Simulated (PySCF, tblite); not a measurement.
Task: Give a GFN2-xTB geometry of InChI=1S/C6H7FO3/c1-9-5(7)4-2-3-10-6(4)8/h2-3,5,8H,1H3/p-1/t5-/m0/s1. (Charge -1.)

Result: 
```
atom  x, y, z in Å
C1     2.805    0.324    0.114
O2     1.438    0.501    0.379
C3     0.599   -0.147   -0.518
F4     0.786    0.521   -1.782
C5    -0.800   -0.158   -0.092
C6    -1.632    0.923    0.298
C7    -2.837    0.396    0.611
O8    -2.833   -0.967    0.452
C9    -1.567   -1.333    0.010
O10   -1.290   -2.520   -0.205
H11    3.072   -0.741    0.121
H12    3.349    0.842    0.904
H13    3.083    0.749   -0.858
H14    0.933   -1.178   -0.725
H15   -1.355    1.960    0.331
H16   -3.757    0.837    0.949
```

Any rigid rotation of these coordinates is as good. Atoms count from 1 in this order. C7 (aromatic CH next to a ring oxygen) is planar (angles 132.6°, 116.5° and 110.9°, sum 360.0°, 0.00 Å off the plane of its three neighbours). Of the pairs four or more bonds apart, F4···H13 is among the closest relative to their van der Waals radii: 2.49 Å, 93 % of the sum of Bondi's values. The C–O distances run from 1.238 Å (C9–O10, drawn single) to 1.404 Å (C1–O2, drawn single), a spread of 0.166 Å. The 5-membered ring C5–C6–C7–O8–C9 has internal angles of 106.9° to 110.9°; it is planar, 0.00 Å rms from its mean plane, widest ring torsion 0°.

Bonds between heavy atoms (Å): C1–O2 1.404, O2–C3 1.389, C3–F4 1.441, C3–C5 1.462, C5–C6 1.419, C6–C7 1.352, C7–O8 1.372, O8–C9 1.391, C9–O10 1.238, C5–C9 1.407.

The geometry is computed with GFN2-xTB (gas phase).

Point group: C1 (no symmetry element, even within 0.4 Å). Its GFN2-xTB frequencies are all real (lowest 50 cm⁻¹). Torsions: C1–O2–C3–F4 -67°, O2–C3–C5–C6 53°.

One conformer stands for the species.
